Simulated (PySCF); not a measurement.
In(OMe)2(OiPr), SMILES C[O][In]([O]C)[O]C(C)C (C5H13InO3) (GFN2-xTB optimised geometry):

```
22

In    -0.893     0.369     0.000
O     -1.830    -1.426     0.039
C     -1.103    -2.621     0.099
H     -0.574    -2.735     1.051
H     -1.838    -3.428     0.007
H     -0.381    -2.713    -0.718
O     -2.101     1.996     0.000
C     -3.485     1.873    -0.169
H     -3.905     1.045     0.409
H     -3.925     2.807     0.197
H     -3.754     1.741    -1.222
O      1.113     0.369     0.000
C      1.873     1.539     0.117
C      3.266     1.103     0.589
C      1.260     2.537     1.094
H      1.971     2.019    -0.870
H      3.190     0.642     1.571
H      3.925     1.965     0.641
H      3.676     0.376    -0.106
H      0.266     2.817     0.738
H      1.167     2.072     2.077
H      1.878     3.428     1.174
```

Calculation: CAM-B3LYP/def2-SVP, def2 effective core potentials past Kr (PySCF).

What are the frontier orbital energies and the dipole moment?

HOMO-2 -8.92 eV, HOMO-1 -8.81 eV, HOMO -8.73 eV, LUMO -0.83 eV, LUMO+1 0.19 eV; dipole moment 0.58 D.
